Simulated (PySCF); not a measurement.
C2H6BF3S.
SMILES: `F[B-]([S+](C)C)(F)F`

Theory: TDDFT B3LYP/def2-SVPD, vertical, gas phase, core orbitals frozen in the response in PySCF. Geometry: PBE0-D3(BJ)/def2-SVP; no solvent, vibrations or thermal averaging. Torsions of this conformer, `[CH3:1][S+:2]([CH3:3])[B-:4]([F:5])([F:6])[F:7]`: C1–S2–B4–F5 -65°.

Orbital energies (eV): HOMO-3 -11.02, HOMO-2 -10.48, HOMO-1 -9.77, HOMO -8.04, LUMO -0.18, LUMO+1 -0.11, LUMO+2 0.39.

Computed singlets:

```csv
state,E (eV),f
S1,6.65,0.0024
S2,7.04,0.020
S3,7.51,0.019
S4,8.17,0.023
S5,8.27,0.062
S6,8.53,0.0007
```

**Question.** Which orbital pair leads each of S1 and S2, and how does its energy difference Δε compare with the excitation energy?

**Answer.** 

| state | leading configuration | weight | Δε (eV) | E (eV) | E − Δε (eV) | f | other configurations |
| --- | --- | --- | --- | --- | --- | --- | --- |
| S1 | HOMO→LUMO | 0.97 | 7.86 | 6.65 | -1.21 | 0.0024 | – |
| S2 | HOMO→LUMO+1 | 0.98 | 7.93 | 7.04 | -0.88 | 0.020 | – |

E − Δε runs from -1.21 to -0.88 eV. Among themselves, these states come in the order of their orbital differences.

H and L stand for HOMO and LUMO. The other states: S3 7.51 eV, f 0.019, H→L+2 (96%); S4 8.17 eV, f 0.023, H→L+3 (90%); S5 8.27 eV, f 0.062, H→L+4 (78%), H→L+5 (12%), H→L+3 (9%); S6 8.53 eV, f 0.0007, H→L+6 (97%).

The run took 52 s wall on Arm Neoverse N1, one thread, no GPU, on a shared host.
